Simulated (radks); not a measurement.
Question: These are the eigenvalues of the occupied orbitals of an atom or ion with whole-number occupations (eV). All-electron calculation, scalar-relativistic Kohn-Sham, HCTH/407, spin-polarised, spherical densities, point nucleus. Program: a radial shooting solver on a logarithmic mesh with Libxc functionals.

1s down: -67397.62
1s up: -67397.61
2s up: -11625.45
2s down: -11625.39
2p up: -10197.01
2p down: -10196.96
3s up: -2697.775
3s down: -2697.758
3p up: -2272.787
3p down: -2272.767
3d up: -1777.217
3d down: -1777.179
4s up: -584.6531
4s down: -584.6109
4p up: -445.1320
4p down: -445.0947
4d up: -266.5383
4d down: -266.4926
5s up: -115.9976
5s down: -115.3700
5p up: -81.6646
5p down: -80.8388
4f up: -68.5946
4f down: -68.4591
5d up: -41.7675

Which element is it, and in what charge state? The configuration may be excited. Open shells, if any, are filled with parallel spins first.

Answer: Z = 73, tantalum, charge +4: Ta4+ in [Xe] 4f14 5d1. The list shows which subshells hold electrons but not how many an open one holds; the 1s level, -2476.8 hartree, gives Z - s = 70.4 by -(Z - s)^2/2, which with screening and relativity narrows Z to a few neighbours, and the depths of the outer levels then fix element, charge and occupations together.
